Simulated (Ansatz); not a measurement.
C$_{3}$H$_{7}$Al, singlet, geometry from GFN2-xTB (such geometries of metal compounds can be far from the true shape), atoms displaced at random by about 0.03 Å a coordinate; PBE/STO-3G, gradient in Ansatz (a quantum-chemistry and plane-wave program).

The Ansatz input:
Ansatz 0.2 input:
```yaml
crystal:
  periodic: [false, false, false]
  atoms:
    - {symbol: Al, position_ang: [0.80923728, 0.38820327, 1.17753016]}
    - {symbol: C, position_ang: [-0.32097376, -0.98180268, 0.26567594]}
    - {symbol: C, position_ang: [-0.97846992, -0.07711144, -0.80422333]}
    - {symbol: C, position_ang: [-0.34126110, 0.35661300, -1.87209408]}
    - {symbol: H, position_ang: [-1.08861904, -1.47578461, 0.76533597]}
    - {symbol: H, position_ang: [0.25390940, -1.72641371, -0.26419260]}
    - {symbol: H, position_ang: [-1.92347371, 0.30341265, -0.61707191]}
    - {symbol: H, position_ang: [0.69868597, -0.00754176, -2.06877542]}
    - {symbol: H, position_ang: [-0.67387012, 1.02159192, -2.53641860]}
    - {symbol: H, position_ang: [1.08265572, 0.24676361, 2.75397891]}
    - {symbol: H, position_ang: [1.43155756, 1.54405819, 0.43249615]}
basis:
  gaussian:
    orbitals: STO-3G
hamiltonian:
  xc: pbe
output: {forces: true}
```

It wrote (shortened):

```
Functional definition: PBE
397 factors; integrals over basis functions are off by at most 6.2e-5 eV
mean field evaluation 1: about -9691.6906 eV, gradient 2.4e1 eV
mean field evaluation 2: about -9691.4456 eV, gradient 2.5e1 eV
mean field evaluation 4: about -9693.5761 eV, gradient 1.4e0 eV
mean field evaluation 8: about -9693.4639 eV, gradient 2.2e-2 eV
mean field -9693.46389256 eV, -356.2282275857 hartree, gradient 1.7e-5 eV, S^2 0.000000; 0 other end points of the search recorded, 0 dependent functions left out
the calculation of the forces begins
reference -9693.46391684 eV, -356.2282284781 hartree; 19, 19 occupied and 12, 12 virtual orbitals, 397 factors
Total energy: -9693.46391684 eV, -356.2282284781 hartree
Atom 0 at     0.809237     0.388203     1.177530 Å, force    -0.168270    -1.282766     1.827782 eV/Å
Atom 1 at    -0.320974    -0.981803     0.265676 Å, force     1.339425     3.259909    -1.568762 eV/Å
Atom 2 at    -0.978470    -0.077111    -0.804223 Å, force     2.155462    -1.670325     0.956667 eV/Å
Atom 3 at    -0.341261     0.356613    -1.872094 Å, force     3.918031    -3.278170     1.555457 eV/Å
Atom 4 at    -1.088619    -1.475785     0.765336 Å, force    -1.842577    -1.256772     1.976778 eV/Å
Atom 5 at     0.253909    -1.726414    -0.264193 Å, force     0.863948    -0.672246    -0.336056 eV/Å
Atom 6 at    -1.923474     0.303413    -0.617072 Å, force    -3.109635     1.012600     0.820467 eV/Å
Atom 7 at     0.698686    -0.007542    -2.068775 Å, force    -0.612082     0.233369     0.024330 eV/Å
Atom 8 at    -0.673870     1.021592    -2.536419 Å, force    -2.163375     3.546327    -3.526383 eV/Å
Atom 9 at     1.082656     0.246764     2.753979 Å, force    -0.342591     0.174194    -1.566394 eV/Å
Atom 10 at     1.431558     1.544058     0.432496 Å, force    -0.038334    -0.066120    -0.163886 eV/Å
Dipole moment:     0.050165     0.020913     0.110990 e Å
```
